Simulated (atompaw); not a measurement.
**u(r) = r·R(r): atom against pseudo-atom (Ce (Z = 58))**

Columns: radius, all-electron u(r) and pseudo u(r) of the 6p shell (level -1.35 eV) of cerium in the configuration [Kr] 4d10 4f1 5s2 5p6 5d1 6s2 6p0; PBE, scalar-relativistic, PAW (atompaw) scheme, atompaw 4.2.0.5.

| r (bohr) | all-electron | pseudo |
| --- | --- | --- |
| 0.115 | -0.0118 | -0.0019 |
| 0.231 | -0.0691 | -0.0076 |
| 0.346 | 0.0285 | -0.0166 |
| 0.462 | 0.1052 | -0.0285 |
| 0.577 | 0.1080 | -0.0423 |
| 0.692 | 0.0588 | -0.0573 |
| 0.808 | -0.0116 | -0.0724 |
| 0.923 | -0.0796 | -0.0865 |
| 1.038 | -0.1343 | -0.0986 |
| 1.154 | -0.1717 | -0.1077 |
| 1.269 | -0.1911 | -0.1128 |
| 1.385 | -0.1947 | -0.1133 |
| 1.500 | -0.1849 | -0.1086 |
| 1.615 | -0.1647 | -0.0987 |
| 1.731 | -0.1365 | -0.0832 |
| 1.846 | -0.1030 | -0.0627 |
| 1.962 | -0.0658 | -0.0373 |
| 2.077 | -0.0269 | -0.0083 |
| 2.192 | 0.0126 | 0.0237 |
| 2.308 | 0.0522 | 0.0582 |
| 2.423 | 0.0905 | 0.0933 |
| 2.538 | 0.1275 | 0.1285 |
| 2.654 | 0.1630 | 0.1633 |
| 2.769 | 0.1962 | 0.1963 |
| 2.885 | 0.2277 | 0.2277 |
| 3.000 | 0.2567 | 0.2567 |

(1) How many radial nodes do the two functions have?

(2) Is the pseudo-wave norm-conserving?

Answers

(1) The all-electron 6p function has n − l − 1 = 4 (the table is too coarse to show those close to the nucleus); the pseudo-wave has 1, since 1 lower shell of the same l stays in the valence.

(2) No, it belongs to a PAW set: the norm inside the radius is not constrained, and the difference is carried by the augmentation charge.
